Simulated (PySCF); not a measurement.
PySCF job for C6H12O2, SMILES COC(C(C)(C)C)=O, IEF-PCM-M06-2X/def2-SVP. Geometry: PBE0-D3(BJ)/def2-SVP.

```python
import numpy as np
from pyscf import gto, scf, dft
from pyscf.solvent import pcm

mol = gto.M(
    atom='''
    C     0.25907858    2.71227864    0.00000000
    O     0.61644008    1.34279744   -0.00000000
    C    -0.40198649    0.47082861    0.00000000
    O    -1.55370460    0.81973745   -0.00000000
    C     0.09116515   -0.97111626   -0.00000000
    C     0.94313430   -1.19795813   -1.25500180
    C     0.94313430   -1.19795813    1.25500181
    C    -1.11774661   -1.90074339   -0.00000000
    H    -0.33582373    2.96296064    0.89085558
    H    -0.33582373    2.96296064   -0.89085558
    H     1.19848380    3.27751195    0.00000000
    H     1.30469110   -2.23775171   -1.27763740
    H     0.35667589   -1.02481817   -2.17067723
    H     1.81337247   -0.52699155   -1.27038473
    H     1.30469109   -2.23775170    1.27763741
    H     0.35667588   -1.02481816    2.17067722
    H     1.81337247   -0.52699155    1.27038474
    H    -0.78507722   -2.94987756   -0.00000000
    H    -1.74689863   -1.73334999   -0.88578688
    H    -1.74689863   -1.73334999    0.88578688
    ''',
    basis='def2-SVP',
    charge=0,
    spin=0,
    max_memory=1600,
    verbose=3,
)
mf = dft.RKS(mol, xc='m06-2x').density_fit(auxbasis='def2-universal-jkfit')
mf.grids.level = 4
mf.conv_tol = 1e-9
mf.max_cycle = 100
mf.kernel()
res = {}
for name, eps in {'water': 78.355, 'dimethylsulfoxide': 46.826, 'toluene': 2.3741}.items():
    s = mf.PCM()
    s.with_solvent.method, s.with_solvent.eps, s.with_solvent.lebedev_order = 'IEF-PCM', eps, 17
    s.kernel(mf.make_rdm1())
    res[name] = (s.e_tot, eps, s.dip_moment(), s.mo_energy, s.converged)
    print(f'{name}: electrostatic solvation free energy {(s.e_tot - mf.e_tot) * 627.509474:.3f} kcal/mol')
```

Program output:

```
converged SCF energy = -385.860725966067

WARN: PCM is an experimental feature. It is still in testing.
Features and APIs may be changed in the future.

converged SCF energy = -385.867703513922
Dipole moment(X, Y, Z, Debye):  2.21623,  0.09161,  0.00000
water: electrostatic solvation free energy -4.378 kcal/mol

WARN: PCM is an experimental feature. It is still in testing.
Features and APIs may be changed in the future.

converged SCF energy = -385.867606626849
Dipole moment(X, Y, Z, Debye):  2.20884,  0.09437,  0.00000
dimethylsulfoxide: electrostatic solvation free energy -4.318 kcal/mol

WARN: PCM is an experimental feature. It is still in testing.
Features and APIs may be changed in the future.

converged SCF energy = -385.864021441025
Dipole moment(X, Y, Z, Debye):  1.94480,  0.16961,  0.00000
toluene: electrostatic solvation free energy -2.068 kcal/mol
```

The run converged.

Cost: around 8 core-minutes (rough).
